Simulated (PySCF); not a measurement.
## A small calculation by hand: entropy of an ideal gas

H₂Si₂, SMILES [SiH2]=[Si] (connectivity only; charge and spin as stated), neutral, multiplicity 1.

Geometry optimised at r2SCAN-D4/def2-TZVP. The isomer is the one that the SMILES or the coordinates give; other isomers of the formula were not compared.

r2SCAN-D4/def2-TZVP in PySCF gives the harmonic wavenumbers 218, 355, 534, 877, 2187, 2215 cm⁻¹ and the rotational temperatures 7.8916, 0.3229, 0.3102 K. The molar mass is 58.19 g/mol, the symmetry number 2, the spin multiplicity 1.

Work out the entropy at 298.15 K and 1 atm in the rigid-rotor, harmonic-oscillator model.


Translation (Sackur–Tetrode at 1 atm): S = R[1.5 ln M + 2.5 ln T − 1.16487] = 159.4 J/(mol K).
Rotation: q = (√π/σ) T^1.5/√(θA θB θC) = 5130, S = R[ln q + 3/2] = 83.5 J/(mol K).
Vibration: with u = 1.4388 ν/T, each mode gives R[u/(e^u − 1) − ln(1 − e^−u)]:
| ν (cm⁻¹) | modes | u | S (J/(mol K)) |
|---|---|---|---|
| 218 | 1 | 1.05 | 8.27 |
| 355 | 1 | 1.71 | 4.79 |
| 534 | 1 | 2.58 | 2.42 |
| 877 | 1 | 4.23 | 0.64 |
The stiffer modes add less than 0.005 each. Sum 16.1 J/(mol K).
Spin: R ln 1 = 0.0 J/(mol K).
Total 259.0 J/(mol K); the program's own thermochemistry gives 259.0. Translation makes up 62 % and vibration 6 %. Anharmonicity, hindered rotation and orbital degeneracy are left out.
